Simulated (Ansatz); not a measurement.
`[NH2][Hf]([OH])([Br])[Br]`, relaxed with RKS PBE0-D4/def2-TZVP in Ansatz from a GFN2-xTB geometry. The force threshold is 0.005 eV/Å; the program also tests the step.

The species carries charge 0 and has multiplicity 1. Hf takes the def2 core potential.

Start:

```xyz
8

N     0.179   -1.164   -0.951
Hf    0.340    0.372    0.317
O    -1.290    1.218    0.616
Br    1.152   -0.314    2.556
Br    2.030    2.012   -0.436
H     0.108   -1.053   -1.962
H    -0.305   -2.036   -0.740
H    -2.214    0.965    0.600
```

(1) By how much does the energy fall, and how many steps does the optimiser take? (Estimate.)

(2) Which bonds change most? (Best estimate.)

(3) Give the relaxed structure. (Estimate.)

Answers

(1) Computed: 30.03 kJ/mol, in 27 steps, 4 of them rejected.

(2) Computed: Hf2–Br5 from 2.473 to 2.518 Å; Hf2–Br4 from 2.478 to 2.518 Å; Hf2–O3 from 1.861 to 1.893 Å; N1–H7 from 1.019 to 1.010 Å.

(3) The calculation gave: 
```xyz
8

N     0.146   -1.169   -0.955
Hf    0.296    0.361    0.332
O    -1.485    0.937    0.615
Br    1.378   -0.451    2.456
Br    1.724    2.164   -0.691
H     0.925   -1.705   -1.315
H    -0.713   -1.527   -1.347
H    -2.271    1.390    0.905
```
